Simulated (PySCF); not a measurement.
Species: C3H8AlN.
SMILES with atom numbers: `[CH2:1]=[CH:2][AlH:3][NH:4][CH3:5]` (hydrogens: H6, H7 on C1; H8 on C2; H9 on Al3; H10 on N4; H11, H12, H13 on C5)

Computed, not measured: PBE0-D3(BJ)/def2-SVP geometry optimisation, gas phase in PySCF 2.14.0.

(1) What internal coordinates does the optimisation give?

Results:

(1) 
```json
{"bond": "C1=C2", "length (Å)": "1.343", "order": "double"}
{"bond": "C2–Al3", "length (Å)": "1.945", "order": "single"}
{"bond": "Al3–N4", "length (Å)": "1.779", "order": "single"}
{"bond": "N4–C5", "length (Å)": "1.443", "order": "single"}
{"bond": "C1–H6", "length (Å)": "1.098", "order": "single"}
{"bond": "C1–H7", "length (Å)": "1.098", "order": "single"}
{"bond": "C2–H8", "length (Å)": "1.099", "order": "single"}
{"bond": "Al3–H9", "length (Å)": "1.588", "order": "single"}
{"bond": "N4–H10", "length (Å)": "1.016", "order": "single"}
{"bond": "C5–H11, C5–H12, C5–H13", "length (Å)": "1.105", "order": "single"}
```

Bonds in one row agree within 0.01 Å and their mean is given. Orders are formal, as drawn. A selection of angles:
```json
{"angle": "C2–C1–H6", "degrees": "122.0"}
{"angle": "C2–C1–H7", "degrees": "123.0"}
{"angle": "H6–C1–H7", "degrees": "115.1"}
{"angle": "C1–C2–Al3", "degrees": "120.1"}
{"angle": "C1–C2–H8", "degrees": "116.2"}
{"angle": "Al3–C2–H8", "degrees": "123.7"}
{"angle": "C2–Al3–N4", "degrees": "121.1"}
{"angle": "C2–Al3–H9", "degrees": "121.0"}
{"angle": "N4–Al3–H9", "degrees": "117.9"}
{"angle": "Al3–N4–C5", "degrees": "129.3"}
{"angle": "Al3–N4–H10", "degrees": "118.8"}
{"angle": "C5–N4–H10", "degrees": "111.9"}
{"angle": "N4–C5–H11", "degrees": "112.9"}
{"angle": "N4–C5–H12", "degrees": "110.3"}
{"angle": "H11–C5–H12", "degrees": "106.7"}
```

Dihedral angles: C1–C2–Al3–N4 180° (antiperiplanar); C2–Al3–N4–C5 0° (synperiplanar).

N4 (nitrogen bonded to Al, C and H) is planar (angles 129.3°, 118.8° and 111.9°, sum 360.0°, 0.00 Å off the plane of its three neighbours). Al3 (aluminium bonded to C, N and H) is planar (angles 121.1°, 121.0° and 117.9°, sum 360.0°, 0.00 Å off the plane of its three neighbours). The 5 heavy atoms lie in one plane (0.002 Å rms).

Point group: Cs (every atom within 0.08 Å of its image). No PBE0-D3(BJ)/def2-SVP frequencies stand behind this structure, so it isn't proved a minimum. One conformer, not necessarily the lowest.
